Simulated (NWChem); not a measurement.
# AlBr2F; SMILES [F][Al]([Br])[Br]

```xyz
4

Al     0.0000     0.0000     0.6503
F      0.0000     0.0000     2.3037
Br    -1.9481     0.0000    -0.4225
Br     1.9481     0.0000    -0.4225
```
Atoms are numbered in this order, from 1.

Results from NWChem. Pople sets run with spherical d functions. STO-3G and 3-21G are far too small for this property and stand as cheap habits. Geometry: optimised at PBE0/def2-SVP. GIAO values for the isolated, static molecule; σ is the absolute isotropic shielding, δ = σ(reference) − σ with the isolated reference molecule computed at the same levels (19F: trichlorofluoromethane). Spin-orbit effects, on the heavy nuclei and on their neighbours, are missing.

For level Hartree-Fock/STO-3G:

| Quantity | Value |
|---|---|
| σ Al1 (ppm) | 443.7 |
| δ F2 (ppm) | -75.4 |
| σ Br3 (ppm) | 3175.0 |

Question: How do the values read with level Hartree-Fock/6-31G* instead?

Answer: σ Al1 (ppm): 512.9
δ F2 (ppm): -80.7
σ Br3 (ppm): 2884.3
